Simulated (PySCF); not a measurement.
Compound: C₃H₆ClFSi.
Atom-mapped SMILES: `[F:1][SiH2:2][CH2:3]/[CH:4]=[CH:5]\[Cl:6]` (hydrogens: H7, H8 on Si2; H9, H10 on C3; H11 on C4; H12 on C5)

Geometry (GFN2-xTB, Å), atoms numbered from 1 in this order:
```
atom  x, y, z in Å
F1    -1.908   -1.723   -0.237
Si2   -1.684   -0.133   -0.379
C3    -0.246    0.315    0.793
C4     1.000   -0.387    0.388
C5     1.930    0.103   -0.416
Cl6    1.834    1.685   -1.102
H7    -1.349    0.074   -1.776
H8    -2.935    0.464    0.066
H9    -0.087    1.393    0.771
H10   -0.508    0.034    1.813
H11    1.133   -1.394    0.755
H12    2.820   -0.432   -0.703
```

Method: TDDFT PBE0/def2-SVPD, vertical, gas phase, core orbitals frozen in the response in PySCF 2.14.0, density-fitted response routines.

Ground-to-excited transition dipoles (e·a0, same axes as the geometry; the sign carries no meaning), for the states with f of 0.002 or more among the lowest 7:

| state | E (eV) | μx | μy | μz |
| --- | --- | --- | --- | --- |
| S1 | 6.088 | 0.988 | 0.426 | -0.255 |
| S2 | 6.454 | -0.192 | -0.045 | 0.248 |
| S3 | 6.641 | 0.703 | 0.327 | -0.432 |
| S4 | 6.849 | -0.306 | -0.123 | 0.269 |
| S5 | 7.197 | 0.122 | 0.026 | -0.067 |
| S6 | 7.380 | -0.180 | -0.157 | -0.183 |
| S7 | 7.602 | 0.178 | 0.071 | -0.225 |

(1) Work out the oscillator strengths.

(2) Which bond between heavy atoms lies closest to the direction of the S1 transition dipole?

(3) What angle do the transition dipoles of S2 and S3 make?

(4) What peak molar absorption coefficient would the strongest computed level give as a lone Gaussian band 0.5 eV wide at half height?

## Answers

(1) f = (2/3) ΔE |μ|² with ΔE in hartree (27.2114 eV).

| state | \|μ\|² (au) | \|μ\| (D) | f |
| --- | --- | --- | --- |
| S1 | 1.223 | 2.81 | 0.182 |
| S2 | 0.101 | 0.81 | 0.016 |
| S3 | 0.788 | 2.26 | 0.128 |
| S4 | 0.181 | 1.08 | 0.030 |
| S5 | 0.020 | 0.36 | 0.004 |
| S6 | 0.090 | 0.76 | 0.016 |
| S7 | 0.087 | 0.75 | 0.016 |

(2) C4–C5, at 24° from it; next C3–C4 and Si2–C3 at 51°.

(3) |cos θ| = |μa·μb| / (|μa| |μb|) = 0.91, so θ ≈ 24° (taken between 0 and 90°, since the signs are arbitrary).

(4) ε(max) = 2.175×10⁸ f / FWHM, with the width in cm⁻¹. S1: 2.175×10⁸ × 0.1824 / 4033 ≈ 9800 L mol⁻¹ cm⁻¹.

On an Intel Xeon at 2.60 GHz with one thread, no GPU, shared host with 128 logical CPUs at a one-minute load of 56, this took 30 s wall (grids of density and orbitals included) and 0.72 GiB of memory at its peak.

One conformer stands for the species.
